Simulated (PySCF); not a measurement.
This PySCF input asks for the NMR shieldings of `C=CS[Si@@H](S)CC(F)(F)F`, C4H7F3S2Si; the geometry comes from GFN2-xTB.

```python
import basis_set_exchange as bse
import numpy as np
from pyscf import gto, dft
from pyscf.prop import nmr

atoms = """
C     3.955988   -0.749793   -0.242280
C     2.770063   -0.190712   -0.096101
S     1.274990   -1.024656   -0.534523
Si   -0.169471    0.098300    0.574736
S     0.269291    2.194431    0.394893
C    -1.833604   -0.343745   -0.238859
C    -2.938806   -0.080336    0.730115
F    -2.842105   -0.834948    1.836599
F    -2.946440    1.199731    1.161104
F    -4.159553   -0.305133    0.224167
H     4.064314   -1.752791   -0.616553
H     4.855478   -0.214083    0.006494
H     2.631279    0.814704    0.265459
H    -0.151345   -0.277657    1.983044
H    -0.896074    2.638229    0.835758
H    -2.024443    0.238902   -1.139974
H    -1.866560   -1.398414   -0.504527
"""
names = dict.fromkeys(["C", "S", "Si", "F", "H"], "pcSseg-1")
basis = {el: gto.basis.parse(bse.get_basis(n, elements=[el], fmt="nwchem")) for el, n in names.items()}
mol = gto.M(atom=atoms, basis=basis, charge=0, verbose=0)
mf = dft.RKS(mol, xc="PBE0")
mf.grids.level = 2
mf.grids.alignment = dft.numint.BLKSIZE   # the property module wants whole blocks of grid points
mf.conv_tol = 1e-9
mf.kernel()

calc = nmr.RKS(mf)   # GIAO
C = mf.mo_coeff
Co = C[:, mf.mo_occ > 0]
resp = mf.gen_response(singlet=True, hermi=2)
def vind(x):   # induced exchange potential for any number of trial vectors
    d = np.einsum("pi,xij,qj->xpq", C, 2 * x.reshape(-1, C.shape[1], Co.shape[1]), Co, optimize=True)
    return np.einsum("xpq,pi,qj->xij", resp(d - d.transpose(0, 2, 1)), C, Co, optimize=True).ravel()
mo1, _ = nmr.rhf.solve_mo1(calc, with_cphf=vind)
sigma = calc.kernel(mo1)
for i, s in enumerate(sigma):   # ppm
    w = np.linalg.eigvalsh((s + s.T) / 2)
    print("%2d %-2s iso %8.1f  s11 %8.1f  s22 %8.1f  s33 %8.1f" % (i, mol.atom_pure_symbol(i), w.mean(), *w))
```

**Question.** Give the expected output.

**Answer.** 
```
 0 C  iso     61.7  s11    -56.8  s22     81.2  s33    160.6
 1 C  iso     53.6  s11    -57.2  s22     66.8  s33    151.2
 2 S  iso    566.3  s11    392.0  s22    539.9  s33    767.0
 3 Si iso    339.5  s11    303.7  s22    348.6  s33    366.2
 4 S  iso    722.9  s11    630.9  s22    694.5  s33    843.4
 5 C  iso    157.8  s11    142.7  s22    152.7  s33    178.0
 6 C  iso     50.7  s11     43.9  s22     49.5  s33     58.8
 7 F  iso    242.8  s11    154.3  s22    242.6  s33    331.3
 8 F  iso    246.6  s11    157.8  s22    245.9  s33    336.2
 9 F  iso    236.6  s11    147.2  s22    228.6  s33    333.9
10 H  iso     25.9  s11     21.9  s22     24.3  s33     31.4
11 H  iso     25.9  s11     21.9  s22     24.6  s33     31.2
12 H  iso     25.6  s11     19.6  s22     24.9  s33     32.2
13 H  iso     25.7  s11     22.4  s22     24.2  s33     30.5
14 H  iso     30.6  s11     21.6  s22     28.2  s33     41.9
15 H  iso     29.8  s11     26.2  s22     29.3  s33     33.9
16 H  iso     29.9  s11     24.8  s22     30.3  s33     34.6
```

These numbers come from an equivalent density-fitted implementation of the same equations, which agrees with the script to about 0.01 ppm for H and up to a few tenths of a ppm for heavy atoms, so last digits may differ.

**Question.** Turn these shieldings into chemical shifts. Referencing at the same level of theory: ¹³C (186.93 ppm), ²⁹Si (349.16 ppm), ¹H (31.72 ppm) against TMS; CS2 for ³³S (503.73 ppm); CFCl3 for ¹⁹F (170.95 ppm).

**Answer.** Averaging equivalent atoms: C 6: 136.2; C 1: 133.3; C 0: 125.3; C 5: 29.1; S 2: -63; S 4: -219; Si 3: 9.7; F 7/8/9: -71.0; H 12: 6.15; H 13: 6.01; H 11: 5.85; H 10: 5.84; H 15: 1.93; H 16: 1.81; H 14: 1.14 ppm. Unscaled 19F shifts against computed CFCl3 carry errors that often reach 10 to 50 ppm.

Size and cost of the density-fitted run: 226 basis functions, 91 s wall time on 1 thread of an Arm Neoverse N1, shared host; peak memory 1.1 GiB.
